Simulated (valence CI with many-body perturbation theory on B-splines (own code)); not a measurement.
# Which ion has this spectrum?

A relativistic CI+MBPT calculation for an atom or ion with 32 electrons gives these levels (eV):

```
J  Parity       E     g
0    even    0.00      
1    even  106.23  1.50
2    even  110.68  1.18
2     odd  207.50  1.56
2    even  220.29  1.31
1     odd  222.75  1.07
0    even  229.92      
2     odd  266.43  0.76
1     odd  285.48  0.86
2     odd  295.83  1.38
3     odd  298.47  1.14
2     odd  314.61  1.44
3     odd  321.32  1.29
0     odd  325.89
```

The energies are calculated, and their last digits are not significant.

(1) Which is it?
A. Ir45+
B. Pt46+
C. Os44+
D. W42+

## Answers

(1) C. Os44+, ground level (4s^2 4p1/2^2) J=0.
